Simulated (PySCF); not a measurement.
SMILES CC[SiH2]C#N (GFN2-xTB optimised geometry):

```
12

C      1.133    -0.208    -1.203
C      0.533    -0.931     0.000
Si    -1.370    -0.931     0.000
C     -1.904     0.861     0.000
N     -2.221     1.962    -0.003
H      0.821    -0.678    -2.134
H      0.815     0.833    -1.225
H      2.221    -0.229    -1.162
H      0.902    -0.463     0.916
H      0.894    -1.962     0.015
H     -1.923    -1.520    -1.222
H     -1.917    -1.532     1.218
```

Calculation: PBE0/def2-TZVP run with PySCF 2.14.0.

Question: What are the frontier orbital energies and the dipole moment?

Answer: HOMO-2 -10.03 eV, HOMO-1 -9.63 eV, HOMO -9.01 eV, LUMO -0.47 eV, LUMO+1 -0.18 eV; dipole moment 4.03 D.

Meta-Löwdin charges at PBE0/def2-TZVP: C1 -0.34, C2 -0.43, Si3 0.63, C4 -0.15, N5 -0.18, H6 0.11, H7 0.12, H8 0.12, H9 0.13, H10 0.13, H11 -0.08, H12 -0.08.
